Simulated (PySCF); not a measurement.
# A small calculation by hand: entropy of an ideal gas

Si(Cl)(OH)2(NH2) (ClH4NO2Si), SMILES N[Si](O)(O)Cl.

Geometry optimised at PBE-D3(BJ)/def2-SVP. The values are those of a single conformer.

PySCF with PBE-D3(BJ)/def2-SVP gives the harmonic wavenumbers 117, 177, 211, 264, 279, 295, 344, 356, 400, 515, 763, 808, 819, 840, 936, 961, 1480, 3498, 3599, 3754, 3765 cm⁻¹ and the rotational temperatures 0.1795, 0.1135, 0.1081 K. The molar mass is 113.57 g/mol, the symmetry number 1, the spin multiplicity 1.

Work out the entropy at 298.15 K and 1 atm in the rigid-rotor, harmonic-oscillator model.


Translation (Sackur–Tetrode at 1 atm): S = R[1.5 ln M + 2.5 ln T − 1.16487] = 167.8 J/(mol K).
Rotation: q = (√π/σ) T^1.5/√(θA θB θC) = 194000, S = R[ln q + 3/2] = 113.7 J/(mol K).
Vibration: with u = 1.4388 ν/T, each mode gives R[u/(e^u − 1) − ln(1 − e^−u)]:
```json
[
 {"ν (cm⁻¹)": "117", "modes": "1", "u": "0.56", "S (J/(mol K))": "13.18"},
 {"ν (cm⁻¹)": "177", "modes": "1", "u": "0.85", "S (J/(mol K))": "9.87"},
 {"ν (cm⁻¹)": "211", "modes": "1", "u": "1.02", "S (J/(mol K))": "8.51"},
 {"ν (cm⁻¹)": "264", "modes": "1", "u": "1.27", "S (J/(mol K))": "6.84"},
 {"ν (cm⁻¹)": "279", "modes": "1", "u": "1.35", "S (J/(mol K))": "6.44"},
 {"ν (cm⁻¹)": "295", "modes": "1", "u": "1.42", "S (J/(mol K))": "6.05"},
 {"ν (cm⁻¹)": "344", "modes": "1", "u": "1.66", "S (J/(mol K))": "4.99"},
 {"ν (cm⁻¹)": "356", "modes": "1", "u": "1.72", "S (J/(mol K))": "4.77"},
 {"ν (cm⁻¹)": "400", "modes": "1", "u": "1.93", "S (J/(mol K))": "4.03"},
 {"ν (cm⁻¹)": "515", "modes": "1", "u": "2.49", "S (J/(mol K))": "2.60"},
 {"ν (cm⁻¹)": "763", "modes": "1", "u": "3.68", "S (J/(mol K))": "1.00"},
 {"ν (cm⁻¹)": "808", "modes": "1", "u": "3.90", "S (J/(mol K))": "0.84"},
 {"ν (cm⁻¹)": "819", "modes": "1", "u": "3.95", "S (J/(mol K))": "0.80"},
 {"ν (cm⁻¹)": "840", "modes": "1", "u": "4.05", "S (J/(mol K))": "0.74"},
 {"ν (cm⁻¹)": "936", "modes": "1", "u": "4.52", "S (J/(mol K))": "0.51"},
 {"ν (cm⁻¹)": "961", "modes": "1", "u": "4.64", "S (J/(mol K))": "0.46"},
 {"ν (cm⁻¹)": "1480", "modes": "1", "u": "7.14", "S (J/(mol K))": "0.05"}
]
```
The stiffer modes add less than 0.005 each. Sum 71.7 J/(mol K).
Spin: R ln 1 = 0.0 J/(mol K).
Total 353.2 J/(mol K); the program's own thermochemistry gives 353.2. Translation makes up 48 % and vibration 20 %. Anharmonicity, hindered rotation and orbital degeneracy are left out.
